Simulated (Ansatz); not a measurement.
Gas-phase electronic energies from Ansatz, PBE0-D4/def2-TZVP geometries. CBS: MP2 limit from def2 TZ/QZ plus the TZ coupled-cluster correction, frozen cores. Functionals use def2-TZVPP. For Ga outer-core shells are correlated without core-valence functions, which leaves a few kJ/mol of doubt a bond. Scalar relativity is left out up to krypton. Each species was taken in one conformer, which may not be the lowest.

`BC(=C)C` + `[OH][Ga]([Cl])[O][SiH3]` → `B[O][Ga]([Cl])[O][SiH3]` + `C=CC`  (ligand exchange at a B–C bond)

Task: Is it downhill or uphill in electronic energy at CCSD(T)/CBS, and by how much? (An estimate is asked.)

Result: Ansatz gave: Downhill: ΔE = -26.5 kcal/mol.

Task: What do these levels give: PBE-D4, PBE0-D4, PBE, r2SCAN, HF/def2-TZVPP, SCS-MP2/def2-TZVPP? (An estimate is asked.)

Result: Ansatz gave: PBE-D4 -25.4, PBE0-D4 -26.1, PBE -25.3, r2SCAN -26.5, HF/def2-TZVPP -29.3, SCS-MP2/def2-TZVPP -27.2 kcal/mol.

Largest T1 diagnostic among the species: 0.014.

In def2-TZVPP, CCSD(T) changes the Hartree–Fock value by +1.9 kcal/mol (the triples alone add +0.4 kcal/mol) and MP2 by +2.6 kcal/mol.
